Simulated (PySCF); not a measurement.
C₄H₄, SMILES C1=CC=C1.

Geometry optimised at PBE0-D3(BJ)/def2-SVP.

The numbers are results of TDDFT-ωB97X/def2-SVPD run with PySCF, not measurements.

Vertical excitations.  State labels are in the subgroup D2h.

Computed excitation energies, oscillator strengths and character:
| state | symmetry | energy (eV) | λ (nm) | f | main pairs |
|---|---|---|---|---|---|
| S1 | B3g | 2.71 | 458 | 0.000 | HOMO→LUMO 101 % |
| S2 | B3u | 5.63 | 220 | 0.000 | HOMO−1→LUMO 93 % |
| S3 | B2g | 6.31 | 196 | 0.000 | HOMO→LUMO+1 95 % |
| S4 | B3u | 6.34 | 196 | 0.023 | HOMO→LUMO+2 80 % |
| S5 | Au | 6.94 | 179 | 0.000 | HOMO→LUMO+3 97 % |
| S6 | B2u | 7.03 | 176 | 0.019 | HOMO→LUMO+5 66 %, HOMO−2→LUMO 33 % |
| S7 | B1g | 7.43 | 167 | 0.000 | HOMO−4→LUMO 94 % |
| S8 | B2g | 7.51 | 165 | 0.000 | HOMO→LUMO+6 95 % |
| S9 | Au | 7.57 | 164 | 0.000 | HOMO−3→LUMO 97 % |
| S10 | B1g | 7.81 | 159 | 0.000 | HOMO→LUMO+4 92 % |
| T1 | B3g | 1.24 | 999 | 0 | HOMO→LUMO 96 % |
| T2 | B2u | 4.52 | 274 | 0 | HOMO→LUMO+5 55 %, HOMO−2→LUMO 40 % |
| T3 | B3u | 5.13 | 242 | 0 | HOMO−1→LUMO 97 % |
| T4 | B3u | 6.13 | 202 | 0 | HOMO→LUMO+2 74 %, HOMO→LUMO+7 20 % |
Triplets are in the Tamm–Dancoff approximation, which puts them higher than full response would, so one can lie above its singlet here.
